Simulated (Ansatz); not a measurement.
Molecule: SnBr$_{2}$, charge -1, multiplicity 2. 
Structure (B3LYP-D3(BJ)/def2-TZVP (Ansatz, a first-principles code) minimum search):
```xyz
3

Sn    -0.0015    -0.0106     1.0096
Br     1.0705     1.7906    -0.7009
Br    -1.0684    -1.7756    -0.7414
```
Charge -1, spin multiplicity 2.

Parts of the frozen-core correlation energy in def2-SVPD (Ansatz, hartree). Frozen orbitals: 37; correlated occupied orbitals by spin: 10 and 9; virtual: 67 and 68. UHF or UKS for open shells. No spin-orbit coupling. Past Kr the def2 sets carry scalar-relativistic core potentials.

```
term                             value
-------------------------  -----------
reference (HF)             -5357.73992
MP2 opposite-spin             -0.22985
MP2 same-spin                 -0.08500
CCSD correlation              -0.34456
(T)                           -0.01102
T1 diagnostic                    0.015
largest doubles amplitude        0.021
<S^2> of the reference           0.768
```
